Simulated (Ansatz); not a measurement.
Si(CCH)2H2 (C4H4Si), relaxed as a singlet with RKS PBE0-D4/def2-SVP in Ansatz, starting from the GFN2-xTB geometry. Force threshold 0.02 eV/Å.

Start:

```xyz
9

Si    0.373    0.222   -0.902
C     0.378   -1.441   -0.088
C     0.391   -2.527    0.425
H     0.396   -3.475    0.882
C    -0.453    1.395    0.268
C    -0.984    2.174    1.013
H    -1.451    2.847    1.674
H    -0.407    0.149   -2.144
H     1.757    0.656   -1.127
```

| step | energy (eV) | largest force component (eV/Å) | SCF passes |
| --- | --- | --- | --- |
| 1 | -12072.8600 | 1.910 | 26 |
| 2 | -12072.9252 | 0.301 | 31 |
| 3 | -12072.9288 | 0.035 | 32 |
| 4 | -12072.9289 | 0.021 | 21 |
| 5 | -12072.9290 | 0.001 | 24 |

Force components are those of the run's own axes.

End:

```tsv
atom	x (Å)	y (Å)	z (Å)
Si1	0.3550	0.2115	-0.8601
C2	0.3813	-1.4516	-0.0905
C3	0.4029	-2.5586	0.4131
H4	0.4213	-3.5372	0.8597
C5	-0.4545	1.4079	0.2677
C6	-0.9904	2.2086	1.0101
H7	-1.4646	2.9158	1.6678
H8	-0.4035	0.1502	-2.1408
H9	1.7525	0.6534	-1.1269
```

By distances, no bond broke or formed. The bond that changes most is C3–H4, from 1.05 to 1.08 Å (atoms count from 1).

No frequencies were taken in this run, so the end may be a saddle point.

Run time 8 s (2 threads of AMD EPYC 7R13 on a shared host).
